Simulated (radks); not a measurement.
Species: Ba XLIII. Configuration: [Ne] 3s2 3p2.

Calculated with a radial shooting solver on a logarithmic mesh with Libxc functionals: scalar-relativistic Kohn-Sham, LDA (Slater exchange, Perdew-Wang correlation), spin-polarised, spherical densities, point nucleus; open shells are filled with parallel spins first (spin-orbit coupling, left out, can overturn this in heavy ions).

Energy parts (eV):
part                      energy
total                 -177331.41
kinetic                189230.29
electron-nucleus      -385215.13
Hartree                 21483.98
exchange-correlation    -2830.55

Orbitals (lengths in bohr, moments of r in powers of bohr; r(90%) holds 90 % of the orbital's charge):
orbital  occ.  eigenvalue (eV)      <r^2>  r(90%)
1s up       1        -39899.25  0.0008889  0.0461
1s down     1        -39893.57  0.0008888  0.0461
2s up       1        -8432.100    0.01380   0.167
2s down     1        -8426.840    0.01379   0.167
2p up       3        -7854.606    0.01089   0.153
2p down     3        -7848.364    0.01088   0.153
3s up       1        -3348.161    0.07813   0.380
3s down     1        -3330.580    0.07831   0.380
3p up       2        -3169.707    0.07443   0.376
3p down     0        -3152.023    0.07461   0.376
3d up       0        -2969.951    0.05767   0.340
3d down     0        -2954.502    0.05762   0.340
4s up       0        -1770.041     0.2675   0.686
4s down     0        -1763.604     0.2691   0.688
4p up       0        -1696.786     0.2672   0.690
4p down     0        -1690.392     0.2689   0.692

The highest occupied level is 3p up at -3169.7 eV. Summed over all electrons, <r^2> = 0.4000 bohr^2, which gives a Langevin (diamagnetic) susceptibility term of -0.317 x 10^-6 cm^3/mol. Spin moment in Bohr magnetons: 2.
